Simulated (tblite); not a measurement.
C5H11O2PS.
SMILES with atom numbers: `[CH3:1][O:2][C:3](=[O:4])[P:5]([CH3:6])[CH2:7][S:8][CH3:9]` (hydrogens: H10, H11, H12 on C1; H13, H14, H15 on C6; H16, H17 on C7; H18, H19, H20 on C9)

Computed with GFN2-xTB (tblite), gas phase: L-BFGS steps from a force-field or distance-geometry start until the largest atomic force falls under 0.01 eV/Å.

Step 17: E = -821.8083 eV
```
atom  x, y, z in Å  |  force x, y, z in eV/Å
C1     -3.8285    0.3188   -0.5011    0.004   0.013   0.012
O2     -2.6120   -0.4052   -0.6667   -0.045  -0.002  -0.014
C3     -1.4926    0.3066   -0.6146    0.013   0.001   0.062
O4     -1.4300    1.4920   -0.4212    0.001  -0.020  -0.015
P5     -0.0651   -0.8074   -0.9885    0.005  -0.008  -0.035
C6     -0.2021   -1.9437    0.4638    0.003   0.013  -0.021
C7      1.2246    0.3508   -0.3234    0.036  -0.006  -0.015
S8      2.8501   -0.4519   -0.4829    0.064  -0.043   0.011
C9      3.9202    0.9008    0.0909   -0.031  -0.018  -0.014
H10    -3.9059    1.0886   -1.2714   -0.021   0.010   0.028
H11    -3.8447    0.7921    0.4822   -0.026   0.031  -0.004
H12    -4.6404   -0.3972   -0.5926    0.033  -0.041  -0.012
H13     0.7267   -2.5108    0.5048   -0.007  -0.032   0.023
H14    -0.3384   -1.3940    1.3943   -0.008   0.019   0.007
H15    -1.0323   -2.6298    0.3127   -0.005   0.014  -0.028
H16     1.2157    1.2625   -0.9230    0.019   0.015  -0.017
H17     1.0386    0.5930    0.7257    0.003   0.026   0.026
H18     3.7927    1.7652   -0.5541   -0.007   0.004  -0.003
H19     3.6798    1.1486    1.1207   -0.013   0.003   0.002
H20     4.9385    0.5315    0.0243   -0.015   0.022   0.007
```

Step 18: E = -821.8091 eV
```
atom  x, y, z in Å  |  force x, y, z in eV/Å
C1     -3.8285    0.3183   -0.5002   -0.012   0.019   0.009
O2     -2.6113   -0.4032   -0.6646   -0.030  -0.002  -0.011
C3     -1.4916    0.3077   -0.6130    0.033   0.008   0.067
O4     -1.4243    1.4927   -0.4194   -0.029  -0.012  -0.013
P5     -0.0667   -0.8070   -0.9889    0.047  -0.021  -0.042
C6     -0.2032   -1.9436    0.4635    0.002   0.019  -0.029
C7      1.2277    0.3489   -0.3251   -0.001  -0.004  -0.013
S8      2.8530   -0.4543   -0.4814    0.053  -0.032   0.011
C9      3.9200    0.9017    0.0913   -0.039  -0.033  -0.018
H10    -3.9083    1.0872   -1.2701   -0.016   0.026   0.006
H11    -3.8499    0.7929    0.4819   -0.013   0.029   0.016
H12    -4.6375   -0.4000   -0.5931    0.012  -0.053  -0.010
H13     0.7254   -2.5112    0.5040   -0.010  -0.027   0.028
H14    -0.3403   -1.3923    1.3929   -0.003   0.011   0.011
H15    -1.0338   -2.6289    0.3117   -0.008   0.010  -0.025
H16     1.2183    1.2614   -0.9236    0.027   0.007  -0.028
H17     1.0388    0.5933    0.7229    0.013   0.017   0.031
H18     3.7903    1.7647   -0.5553   -0.005   0.003   0.004
H19     3.6780    1.1487    1.1210   -0.011   0.010  -0.002
H20     4.9387    0.5337    0.0255   -0.009   0.026   0.007
```

**Question.** Estimate the geometry and energy of step 19. (The exact step hangs on the optimiser's Hessian estimate; all steps are aligned on step 18, rigid shifts and turns removed.)

**Answer.** E = -821.8099 eV, largest force 0.084 eV/Å
```
atom  x, y, z in Å  |  force x, y, z in eV/Å
C1     -3.8289    0.3180   -0.4989   -0.027   0.019   0.005
O2     -2.6108   -0.4007   -0.6622   -0.002   0.001   0.001
C3     -1.4900    0.3087   -0.6102    0.038   0.006   0.046
O4     -1.4186    1.4935   -0.4175   -0.051  -0.002  -0.003
P5     -0.0675   -0.8071   -0.9901    0.076  -0.019  -0.030
C6     -0.2044   -1.9432    0.4626    0.003   0.018  -0.028
C7      1.2311    0.3467   -0.3272   -0.028  -0.001  -0.004
S8      2.8570   -0.4576   -0.4796    0.017  -0.016   0.010
C9      3.9192    0.9023    0.0916   -0.033  -0.033  -0.014
H10    -3.9112    1.0861   -1.2685   -0.012   0.037  -0.015
H11    -3.8559    0.7942    0.4819   -0.001   0.021   0.030
H12    -4.6340   -0.4040   -0.5939   -0.004  -0.051  -0.006
H13     0.7237   -2.5122    0.5036   -0.017  -0.019   0.032
H14    -0.3424   -1.3903    1.3914    0.003  -0.002   0.003
H15    -1.0355   -2.6277    0.3100   -0.008   0.010  -0.021
H16     1.2218    1.2603   -0.9249    0.036  -0.011  -0.034
H17     1.0392    0.5940    0.7203    0.025   0.002   0.018
H18     3.7875    1.7641   -0.5566   -0.004  -0.001   0.011
H19     3.6759    1.1489    1.1212   -0.010   0.014  -0.009
H20     4.9387    0.5368    0.0269   -0.002   0.028   0.007
```

The energy changes by -0.0008 eV. The first-order estimate −F·Δx gives -0.0011 eV and the mean of the old and new forces, exact on a quadratic surface, -0.0008 eV. The step makes an angle of 68° with the force vector and moves no atom by more than 0.006 Å.
